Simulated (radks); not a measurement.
The numbers below are computed, except where a source is named.
Ionisation of the platinum ion Pt2+, [Xe] 4f14 5d8, to [Xe] 4f14 5d7 as the strength of local exchange is varied. Level of theory: non-relativistic Kohn-Sham, Slater X-alpha exchange (alpha = 2/3 is LDA exchange), no correlation, spin-unpolarised, spherical densities, point nucleus; relativity is left out, which matters for an element this heavy (a radial shooting solver on a logarithmic mesh with Libxc functionals).

alpha,E(Pt2+) (hartree),exchange (hartree),IE (eV),-e of the level emptied (eV),<r> of it (bohr)
0.565,-17269.1310,-268.4472,29.894,23.625 (5d),1.574
0.576,-17274.3583,-273.7608,30.098,23.813 (5d),1.571
0.579,-17275.7842,-275.2105,30.154,23.864 (5d),1.570
0.628,-17299.0914,-298.9246,31.074,24.712 (5d),1.554
0.667,-17317.6656,-317.8462,31.818,25.400 (5d),1.542
0.79,-17376.3829,-377.7943,34.235,27.645 (5d),1.507
0.791,-17376.8611,-378.2834,34.255,27.664 (5d),1.506
0.975,-17465.0884,-468.7379,38.069,31.233 (5d),1.457

NIST Atomic Spectra Database: 29 +/- 1.6 eV (theoretical). The central value is not met in this range of alpha. Relativity is left out here, which matters for elements this heavy. Spin polarisation and multiplet splitting are left out, so open shells lie too high by an amount that depends on their filling.

Beside tabulated values, note that spin-unpolarised runs miss the spin-polarisation part of the exchange energy of open shells.
